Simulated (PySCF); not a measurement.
CH5NO2SW, SMILES C[O][W](=[NH])(=[O])[SH], multiplicity 1.

Geometry optimised at B3LYP-D3(BJ)/def2-SVP. The multiplicity is an assumed one; other spin states were not compared. The def2 effective core potentials stand for the cores of W; spin–orbit coupling is left out. Other conformers were not sampled.

All values below come from PySCF with PBE/def2-TZVP.

The molecule is in vacuum.

Computed frontier levels, gap, dipole moment and polarisability:
- highest occupied level: -6.52 eV
- lowest empty level: -2.39 eV
- orbital gap: 4.13 eV
- dipole moment: 2.70 D
- quadrupole, principal values (traceless, Buckingham form, about the centre of nuclear charge): -13.03, 4.77, 8.26 D·Å
- mean static polarisability: 89.9 bohr³ (13.33 Å³)
- polarisability, principal values: 78.2, 85.1, 106.5 bohr³
